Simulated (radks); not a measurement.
Results of a calculation; reference values are marked as such.
Problem. These are the eigenvalues of the occupied orbitals of an atom or ion with whole-number occupations (hartree). Code: a radial shooting solver on a logarithmic mesh with Libxc functionals. Model: scalar-relativistic Kohn-Sham, PBEsol, spin-polarised, spherical densities, finite nucleus; Fermi nuclear charge, rms radius of each element as measured or else 0.836 A^(1/3) + 0.57 fm.

| orbital | eigenvalue |
|---|---|
| 1s up | -976.2498 |
| 1s down | -976.2496 |
| 2s up | -146.6897 |
| 2s down | -146.6725 |
| 2p up | -131.8600 |
| 2p down | -131.8467 |
| 3s up | -28.97624 |
| 3s down | -28.96661 |
| 3p up | -24.11283 |
| 3p down | -24.10200 |
| 3d up | -16.49778 |
| 3d down | -16.48186 |
| 4s up | -5.88486 |
| 4s down | -5.82190 |
| 4p up | -4.43664 |
| 4p down | -4.37252 |
| 4d up | -2.32547 |
| 4d down | -2.26312 |

Which element is it, and in what charge state? The configuration may be excited. Open shells, if any, are filled with parallel spins first.

Solution. Z = 48, cadmium, charge +4: Cd4+ in [Kr] 4d8. The list shows which subshells hold electrons but not how many an open one holds; the 1s level, -976.25 hartree, gives Z - s = 44.2 by -(Z - s)^2/2, which with screening and relativity narrows Z to a few neighbours, and the depths of the outer levels then fix element, charge and occupations together.
